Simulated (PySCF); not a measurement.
A structure optimised at PBE-D3(BJ)/def2-SVP, used in a PySCF frequency run:

```
O
C 1 1.4067
H 2 1.1152 1 108.10
H 2 1.1189 3 106.36 1 122.99
H 2 1.1189 3 106.41 4 113.77
Cd 1 1.9840 2 121.02 3 -178.18
O 6 1.9792 1 172.72 2 144.43
H 7 0.9774 6 108.29 1 144.41
```
Charge 0, spin multiplicity 1.

Task: Write its SMILES and formula.

Result: C[O][Cd][OH], CH₄CdO₂

Task: What are its rotational constants (standard atomic weights)?

Result: 37.497, 2.0062, 1.9395 GHz
